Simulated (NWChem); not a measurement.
## Atomisation of C$_{2}$H$_{5}$FOSi

```
Si
H 1 1.4892
H 1 1.4908 2 110.43
C 1 1.9088 2 111.23 3 121.28
F 4 1.3957 1 107.45 2 175.02
H 4 1.1049 5 109.00 1 -122.07
H 4 1.1054 6 107.26 5 117.58
C 1 1.9395 2 109.94 3 -118.66
O 8 1.2094 1 122.29 2 31.37
H 8 1.1281 9 120.19 1 -178.88
```
Charge 0, spin multiplicity 1.

Everything below was run with NWChem. Structure: optimised with B3LYP/def2-SVP, a minimum by its harmonic frequencies. It is one conformer; others weren't searched.

Basis set: def2-TZVP. The atomisation energy is electronic alone: no zero-point, thermal, spin-orbit or counterpoise terms. No value is extrapolated to the basis-set limit. Free atoms are single determinants with multiplicities O 3, C 3, Si 3, F 2, H 2. Correlated methods freeze the same cores in atoms and molecule, 9 orbitals in all.

B3LYP has NWChem's definition, with VWN1-RPA local correlation. The structure started from a generated list of species. No SCF solution was tested for a lower state. Open-shell Hartree-Fock references start from PBE0 orbitals.

Task: For the atomisation energy, TPSS gives 888.8 kcal/mol and B3LYP gives 873.9 kcal/mol. What do MP2, PBE0, HF give?

Result: MP2: 865.0 kcal/mol; PBE0: 876.5 kcal/mol; HF: 624.7 kcal/mol.
